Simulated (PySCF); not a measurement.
# Dipole response of Sc²⁺ (scandium, charge +2)

[Ar] 3d1, 2D determinant. Calculation: PySCF 2.14, in aug-cc-pwCVTZ; no relativity, point nucleus. Coupled (time-dependent) response in atomic units; α is the mean over directions.

```csv
method,mean α (bohr³),"α xx, yy, zz",C₆ (like pair),S(−4)
PBE0,4.795,"5.603, 5.603, 3.178",14.24,24.06
```

S(−4) is the Cauchy moment in α(ω) = α(0) + S(−4) ω² + …

α(iu) at PBE0:

```tsv
u (hartree)	α(iu) (bohr³)
0	4.795
0.0500	4.737
0.100	4.581
0.200	4.149
0.300	3.736
0.500	3.109
0.750	2.542
1.00	2.103
1.50	1.471
2.00	1.063
3.00	0.6152
5.00	0.2805
```

A single London oscillator, α(iu) = α/(1 + u²/ω²), gives C₆ = (3/4) ω α². Matching the computed C₆ needs ω = 4 × 14.24 / (3 × 4.795²) = 0.826 hartree.

For an ion, C₆ is the dispersion term alone; charge-induced terms of lower order in 1/R come first.

The components differ because the open shell of this determinant is not spherical; for a pure term their mean is the scalar polarisability.
